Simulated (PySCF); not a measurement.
## Polarisability and C₆ of Ca (calcium, neutral)

[Ar] 4s2, closed-shell 1S. Computed with PySCF 2.14 in def2-TZVPPD, with the non-relativistic Hamiltonian (point nucleus). Coupled (time-dependent) response in atomic units; α is the mean over directions.

```tsv
method	mean α (bohr³)	C₆ (like pair)	S(−4)
UHF	183.8	2744	16490
PBE	159.4	2207	12650
PBE0	165.2	2332	13450
BHandHLYP	158.5	2194	12400
```

S(−4) is the Cauchy moment in α(ω) = α(0) + S(−4) ω² + …

Reference α: 160.8 ± 4 bohr³ (recommended; Schwerdtfeger and Nagle, table of static dipole polarizabilities (2023 update)). Published C₆: 2163 (Chu and Dalgarno (2004); Tang, Norbeck and Certain (1976)).

Hartree-Fock lies above the reference because it lacks correlation, which contracts the outer shell.

α(iu) at UHF:

```tsv
u (hartree)	α(iu) (bohr³)
0	183.8
0.0500	150.3
0.100	97.69
0.200	42.11
0.300	22.79
0.500	10.49
0.750	5.944
1.00	4.046
1.50	2.314
2.00	1.503
3.00	0.7712
5.00	0.3101
```

A single London oscillator, α(iu) = α/(1 + u²/ω²), gives C₆ = (3/4) ω α². Matching the computed C₆ needs ω = 4 × 2744 / (3 × 183.8²) = 0.108 hartree.
